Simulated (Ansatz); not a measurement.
Basis-set extrapolation for `[SiH3]C1N[SiH2]1` (PBE0-D4/def2-TZVP geometry, frozen core, Ansatz). Multiplicity 1, RHF reference.

```csv
,def2-TZVPP,def2-QZVPP
HF,-674.270560,-674.293492
MP2 correlation,-0.630139,-0.673793
CCSD(T) correlation,-0.705913,not run
```

Energies in hartree. Use E(X) = E(∞) + A·exp(−7.88·√X) for Hartree–Fock and E(X) = E(∞) + B·X^(−2.97) for correlation, with X = 3 and 4, and add CCSD(T) minus MP2 of the smaller set to the MP2 limit.

What is the CCSD(T) energy at the basis-set limit?

HF limit: -674.293492 + (-0.022932) × 0.13774 = -674.29665. MP2 limit: -0.673793 + (-0.043654) × 0.74074 = -0.70613. Higher-order term: -0.705913 − (-0.630139) = -0.07577. Total: -675.07855 hartree, 2.78 eV below CCSD(T)/def2-TZVPP.
